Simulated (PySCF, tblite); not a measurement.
Species: C₆H₁₆N₂Si.
Cartesian coordinates in Å at the GFN2-xTB level; atoms count from 1:
```xyz
25
C6H16N2Si angstrom
C     -2.5587   -1.1028    0.8785
C     -2.0325   -0.7227   -0.5017
N     -0.9240    0.2054   -0.4120
Si    -0.9654    1.7433   -1.1886
N      0.2202   -0.4124    0.1146
C      1.2792   -0.6820   -0.8585
C      2.5876   -0.5134   -0.0919
C      2.2489    0.6093    0.8851
C      0.8120    0.2603    1.2725
H     -3.3737   -1.8169    0.7889
H     -2.9176   -0.2170    1.3968
H     -1.7590   -1.5494    1.4629
H     -2.8231   -0.2508   -1.0873
H     -1.7097   -1.6287   -1.0298
H     -0.7722    1.6972   -2.6490
H      0.1054    2.5521   -0.6072
H     -2.2809    2.3123   -0.9001
H      1.1561   -1.6913   -1.2629
H      1.2265    0.0314   -1.6923
H      2.8208   -1.4264    0.4573
H      3.4223   -0.2745   -0.7485
H      2.2815    1.5730    0.3740
H      2.9181    0.6432    1.7430
H      0.8083   -0.4466    2.1116
H      0.2189    1.1314    1.5540
```

Computed, not measured: PBE0/pcSseg-1 in PySCF (dipole) on a GFN2-xTB geometry, gas phase.

Take the most abundant isotopes and a rigid rotor. The values belong to one conformer with, in the numbering `[CH3:1][CH2:2][N:3]([SiH3:4])[N:5]1[CH2:6][CH2:7][CH2:8][CH2:9]1`, C1–C2–N3–Si4 -123°, C2–N3–N5–C6 107°, N3–N5–C6–C7 146°, N5–C6–C7–C8 -34°, C6–C7–C8–C9 39°, C7–C8–C9–N5 -30°.

Give the principal moments of inertia and the rotational constants in MHz.

Ia = 266.14, Ib = 496.80, Ic = 607.40 u·Å²; 505379 MHz·u·Å²/I gives A = 1899, B = 1017, C = 832.0 MHz.

What kind of rotor is it?

An asymmetric top. Ray's parameter κ = (2B − A − C)/(A − C) = -0.653; −1 is the prolate and +1 the oblate limit.

What does the inertial defect say?

Not planar: Δ = Ic − Ia − Ib = -155.54 u·Å². For a rigid frame Δ = −2 Σ m c², so Σ m c² = 77.77 u·Å² lies off the ab plane: 25.17 from hydrogen and 52.60 from heavier atoms. The atom farthest from that plane is 2.10 Å away.

Give the other two planar moments, Paa and Pbb, and the rms extents of the mass along the axes.

Paa = Σ m a² = (Ib + Ic − Ia)/2 = 419.03 and Pbb = Σ m b² = (Ia + Ic − Ib)/2 = 188.37 u·Å². With the mass M = 144.11 u, the rms extents √(P/M) along a, b and c are 1.71, 1.14, 0.73 Å.

Which types of transition are allowed, and where do some lines up to J = 4 fall?

The dipole components are |μa| = 0.84 D, |μb| = 0.01 D, |μc| = 0.10 D. Intensities carry the squares of the components, which stand as 1.00 : 0.00 : 0.02 (a : b : c). Some lines, for components of 0.1 D or more:

| type | branch | J(Ka,Kc) | MHz | lower level (cm⁻¹) |
| --- | --- | --- | --- | --- |
| a | Q | 3(1,2) ← 3(1,3) | 1109 | 0.384 |
| c | Q | 3(2,2) ← 3(1,2) | 2385 | 0.421 |
| a | R | 2(1,2) ← 1(1,1) | 3513 | 0.091 |
| c | Q | 4(3,2) ← 4(2,2) | 4590 | 0.758 |
| c | R | 2(1,1) ← 1(0,1) | 4951 | 0.062 |
| c | R | 2(2,1) ← 1(1,1) | 6714 | 0.091 |
| c | Q | 4(4,1) ← 4(3,1) | 6763 | 0.912 |
| a | R | 4(1,4) ← 3(1,3) | 6981 | 0.384 |
| c | R | 3(1,2) ← 2(0,2) | 7086 | 0.184 |
| a | R | 4(3,2) ← 3(3,1) | 7443 | 0.663 |
| a | R | 4(3,1) ← 3(3,0) | 7457 | 0.663 |
| a | R | 4(1,3) ← 3(1,2) | 7708 | 0.421 |
| c | R | 3(2,1) ← 2(1,1) | 8321 | 0.227 |
| c | R | 3(2,2) ← 2(1,2) | 8749 | 0.208 |
| c | R | 4(2,2) ← 3(1,2) | 10125 | 0.421 |
| c | R | 3(3,0) ← 2(2,0) | 10411 | 0.316 |
| c | R | 4(3,1) ← 3(2,1) | 12219 | 0.504 |
| c | R | 4(3,2) ← 3(2,2) | 12330 | 0.500 |
| c | R | 4(4,0) ← 3(3,0) | 14220 | 0.663 |

Its GFN2-xTB frequencies are all real (lowest 32 cm⁻¹). These are rigid-rotor constants of the computed structure; measured ground-state constants (B0) also hold zero-point vibration. A rigid rotor knows nothing of internal rotation, which can split or shift real lines. Quadrupole hyperfine structure (14N) is left out.
